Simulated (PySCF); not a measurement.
## What builds the second ionisation energy along the 4d series

All values are computed (PySCF 2.14, energy differences of UHF-based or UKS calculations, no spin-orbit coupling). Each column adds one step, in eV (sums use unrounded values): valence MP2, valence CCSD, valence triples, then the next inner shell at CCSD(T) (Zr 4s 4p, Nb 4s 4p, Mo 4s 4p, Tc 4s 4p, Ru 4s 4p, Rh 4s 4p, Pd 4s 4p, Ag 4s 4p, Cd 4s 4p). References (NIST) marked * lie between the lowest fine-structure levels; the others compare directly ((s) semi-empirical, (t) theoretical).

```tsv
element	UHF	+ MP2	+ CCSD	+ (T)	+ inner shell	sum	reference
Zr [Kr] 4d2 5s1 → [Kr] 4d2 (aug-cc-pwCVDZ-PP with ECP28MDF, ECP)	12.271	0.217	0.075	0.003	0.405	12.971	13.13 *
Nb [Kr] 4d4 → [Kr] 4d3 (aug-cc-pwCVDZ-PP with ECP28MDF, ECP)	13.050	0.525	0.082	0.011	0.203	13.871	14.32 (s) *
Mo [Kr] 4d5 → [Kr] 4d4 (aug-cc-pwCVDZ-PP with ECP28MDF, ECP)	15.094	0.643	0.048	0.016	0.072	15.873	16.16 ± 0.12 (s) *
Tc [Kr] 4d5 5s1 → [Kr] 4d5 (aug-cc-pwCVDZ-PP with ECP28MDF, ECP)	14.245	0.544	0.026	0.016	0.293	15.124	15.26 (s)
Ru [Kr] 4d7 → [Kr] 4d6 (aug-cc-pwCVDZ-PP with ECP28MDF, ECP)	14.891	1.314	-0.069	0.069	-0.039	16.165	16.76 ± 0.06 (s) *
Rh [Kr] 4d8 → [Kr] 4d7 (aug-cc-pwCVDZ-PP with ECP28MDF, ECP)	16.111	1.618	-0.184	0.085	-0.043	17.588	18.08 (s) *
Pd [Kr] 4d9 → [Kr] 4d8 (aug-cc-pwCVDZ-PP with ECP28MDF, ECP)	17.343	1.911	-0.302	0.102	-0.054	18.999	19.43 ± 0.12 (s) *
Cd [Kr] 4d10 5s1 → [Kr] 4d10 (aug-cc-pwCVDZ-PP with ECP28MDF, ECP)	15.566	1.174	-0.172	0.057	0.127	16.751	16.908
```

Problem. Estimate the missing row, Ag [Kr] 4d10 → [Kr] 4d9 (aug-cc-pwCVDZ-PP with ECP28MDF, ECP).

Solution. The calculation gives UHF 19.709; + MP2 2.029; + CCSD -0.392; + (T) 0.103; + inner shell -0.158; sum 21.291. The reference value is 21.484 *.

Double-zeta sets recover only part of the correlation energy.

What remains against the references is mostly basis incompleteness and, for starred values, spin-orbit coupling.

Problem. What share of the correlation contribution for Cd comes from the inner shell?

Solution. The four steps add to 1.186 eV, of which the inner shell gives 0.127 eV, or 11 %.
